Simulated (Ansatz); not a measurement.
C3HF5 (`FC(F)=CC(F)(F)F`), relaxed with RKS PBE0-D4/def2-TZVP in the Gaussian-basis code of Ansatz from a PBE-D4/def2-SVP geometry. The force threshold is 0.005 eV/Å; the program also tests the step.

Total charge 0; spin multiplicity 1.

Start:

```xyz
9

F    -1.652   -0.969    0.907
C    -1.163    0.239    0.727
F    -1.944    1.145    1.286
C    -0.033    0.553    0.073
C     0.896   -0.416   -0.582
F     1.002   -0.159   -1.910
F     0.507   -1.701   -0.444
F     2.146   -0.307   -0.065
H     0.239    1.615    0.008
```

**Question.** How much energy does the relaxation release, and in how many steps? (An estimate is asked.)

**Answer.** Ansatz gave: 1.27 kcal/mol, in 5 steps.

**Question.** Which bonds change most? (Estimate.)

**Answer.** The calculation gave: C2–C4 from 1.342 to 1.320 Å; C5–F7 from 1.350 to 1.332 Å; C4–H9 from 1.097 to 1.080 Å; F1–C2 from 1.316 to 1.301 Å.

**Question.** Give the relaxed structure. (An estimate is asked.)

**Answer.** Ansatz gave: 
```xyz
9

F    -1.639   -0.953    0.905
C    -1.148    0.237    0.718
F    -1.921    1.136    1.270
C    -0.038    0.548    0.074
C     0.887   -0.414   -0.576
F     0.995   -0.155   -1.888
F     0.512   -1.686   -0.448
F     2.122   -0.304   -0.063
H     0.231    1.592    0.008
```
